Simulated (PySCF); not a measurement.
## Calculated data, BClHN

Calculation on a computer-drawn molecule: vertical ionisation energy to the stated ion spin, frozen-core CCSD(T) at the basis limit and cheaper methods, single-reference cases, UHF for radicals, no spin-orbit; all values are single points at the evaluated structure, the first of each entry, which is the reference or a displaced copy of it and isn't optimised; the reference structure only sets the zero of the energies above reference; triples share is (T) over the correlation energy. Program: PySCF 2.14.0.

Common to all runs: charge 0; multiplicity 1; ion multiplicity 2; diffuse functions no; basis cc-pV(n+d)Z; reference is the Hartree-Fock double-zeta minimum; best is HF at quadruple zeta + MP2 correlation extrapolated from triple and quadruple zeta + CCSD(T) minus MP2 at triple zeta; basis step is the size of the change from the same recipe one zeta lower.

(1) 
```xyz
4
formula=BClHN
N     -0.7613     2.5616    -2.1052
B      0.4314     2.7675    -2.2521
Cl     2.1048     2.9509    -2.7323
H     -1.6525     2.4567    -1.9591
```

Reference structure:
```xyz
4
BClHN
N     -0.7234     2.5164    -2.1383
B      0.4670     2.7116    -2.3397
Cl     2.1298     2.9842    -2.6210
H     -1.6816     2.3593    -1.9763
```

Drawn bonds:
```
atom  other atom  order
   1           2      2
   2           3      1
   1           4      1
```

(2) 
```xyz
4
formula=BClHN
N     -0.7260     2.4871    -2.1547
B      0.4570     2.7048    -2.3340
Cl     2.0770     2.9518    -2.6623
H     -1.6623     2.3884    -1.9525
```

Reference structure:
```xyz
4
BClHN
N     -0.7234     2.5164    -2.1383
B      0.4670     2.7116    -2.3397
Cl     2.1298     2.9842    -2.6210
H     -1.6816     2.3593    -1.9763
```

Drawn bonds:
```
atom  other atom  order
   1           2      2
   2           3      1
   1           4      1
```

Questions
1. Give the missing total energy best for BClHN (entry 1).
2. BClHN (entry 1): dipole magnitude wB97X at triple zeta?
3. Give the missing ionisation energy best for BClHN (entry 1).
4. BClHN (entry 2): ion spin squared at triple zeta?
5. Give the table of triple zeta values for BClHN (entry 2).

## Answers
1. -539.9017 hartree
2. 0.4579 debye
3. 11.37 eV
4. 0.762
5. 
Triple zeta:
```
 method  ionisation energy (eV)  energy above reference (kcal/mol)
     HF                   9.515                              0.573
    PBE                   10.75                              1.355
 r2SCAN                   10.72                             0.8452
  B3LYP                   10.86                               1.02
  wB97X                   10.94                             0.9707
    MP2                   11.26                              1.188
   CCSD                   10.89                              1.156
CCSD(T)                   10.98                              1.312
```

Further results for BClHN (entry 1):

- ionisation energy basis step: 0.1027 eV
- energy above reference best: 6.231 kcal/mol
- energy above reference basis step: 0.08152 kcal/mol
- ionisation energy Koopmans at triple zeta: 11.75 eV
- ionisation energy EOM CCSD at triple zeta: 11.23 eV
- total energy HF triple zeta: -539.3003 hartree
- total energy CCSD(T) triple zeta: -539.8243 hartree
- T1 diagnostic at triple zeta: 0.01293
- D1 diagnostic at triple zeta: 0.0338
- ion T1 diagnostic at triple zeta: 0.03444
- ion D1 diagnostic at triple zeta: 0.1759
- ion spin squared at triple zeta: 0.7611
- triples share at triple zeta: 0.04454
- basis functions triple zeta: 113
- dipole magnitude HF at triple zeta: 0.3258 debye
- dipole magnitude CCSD unrelaxed at triple zeta: 0.5825 debye
- dipole magnitude PBE at triple zeta: 0.5075 debye
- dipole magnitude r2SCAN at triple zeta: 0.4514 debye
- dipole magnitude B3LYP at triple zeta: 0.4661 debye

Triple zeta:
```
 method  ionisation energy (eV)  energy above reference (kcal/mol)
     HF                    9.74                              5.151
    PBE                   10.89                              6.884
 r2SCAN                   10.89                              6.446
  B3LYP                   11.03                              6.224
  wB97X                   11.15                              6.348
    MP2                   11.49                              6.357
   CCSD                   11.11                              6.029
CCSD(T)                   11.19                              6.165
```

Further results for BClHN (entry 2):

- ionisation energy best: 11.17 eV
- ionisation energy basis step: 0.09934 eV
- energy above reference best: 1.099 kcal/mol
- energy above reference basis step: 0.1737 kcal/mol
- ionisation energy Koopmans at triple zeta: 11.55 eV
- ionisation energy EOM CCSD at triple zeta: 11.02 eV
- total energy HF triple zeta: -539.3076 hartree
- total energy CCSD(T) triple zeta: -539.8321 hartree
- total energy best: -539.9099 hartree
- T1 diagnostic at triple zeta: 0.01266
- D1 diagnostic at triple zeta: 0.0329
- ion T1 diagnostic at triple zeta: 0.02939
- ion D1 diagnostic at triple zeta: 0.1468
- triples share at triple zeta: 0.04445
- basis functions triple zeta: 113
- dipole magnitude HF at triple zeta: 0.1911 debye
- dipole magnitude CCSD unrelaxed at triple zeta: 0.4011 debye
- dipole magnitude PBE at triple zeta: 0.3488 debye
- dipole magnitude r2SCAN at triple zeta: 0.2888 debye
- dipole magnitude B3LYP at triple zeta: 0.3023 debye
- dipole magnitude wB97X at triple zeta: 0.2812 debye
